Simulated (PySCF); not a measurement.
# Telling isomers of C$_{6}$H$_{7}$FO$_{2}$ apart by NMR

PySCF calculation with GFN2-xTB geometry and shielding tensors at PBE0/pcSseg-1 (GIAO); gas phase, non-relativistic, one conformer, equivalent nuclei averaged.

Shifts are taken against calculated references (same method and geometry level): $^{1}$H (31.72 ppm) and $^{13}$C (186.93 ppm) against TMS. Splittings of carbon signals by F and P are missing where no couplings were computed. Where no couplings were computed, multiplicities follow the n + 1 count of equivalent neighbours, and m marks all less simple cases (inequivalent or close neighbours, rings, F or P nearby). Shifts are as computed. Against solution values, carbons near 30 ppm lie about +3 ppm off and those near 130 ppm about +5 ppm. Of 1309 compounds with measured shifts, 239 miss one by over three times the rms of a fit or turn the order of signals round; such compounds aren't used in these exercises.

(1) Tabulate the signals of `C=C/C(=C/C(=O)F)OC`, `FCOC1=CCC=CO1` and their relative energies.

(2) What is the quickest way to tell C=C/C(=C/C(=O)F)OC from FCOC1=CCC=CO1?

## Answers

(1) 
```tsv
SMILES	carbon types	δC	δH	E rel. (kcal/mol)
C=C/C(=C/C(=O)F)OC	2×C 2×CH 1×CH2 1×CH3	176.5, 164.8, 142.6, 133.1, 95.0, 63.2	6.54 (m, 1H), 6.26 (m, 1H), 5.98 (m, 1H), 5.09 (m, 1H), 4.58 (s, 3H)	0.0
FCOC1=CCC=CO1	1×C 3×CH 2×CH2	160.8, 146.6, 109.8, 103.6, 77.2, 25.7	6.30 (d, 1H), 5.96 (m, 2H), 4.96 (m, 1H), 4.10 (t, 1H), 3.16 (m, 2H)	13.3
```

Energies are electronic energies at PBE0/pcSseg-1 on these geometries, without zero-point or thermal terms, each for the one conformer computed, which needn't be the lowest.

(2) Both give the same number of carbon signals, but DEPT or the intensities differ. The first has a methyl carbon bonded to O (CH3) at 63.2 ppm, the second an allylic sp3 CH2 at 25.7 ppm. Their most deshielded carbons lie at 176.5 and 160.8 ppm.
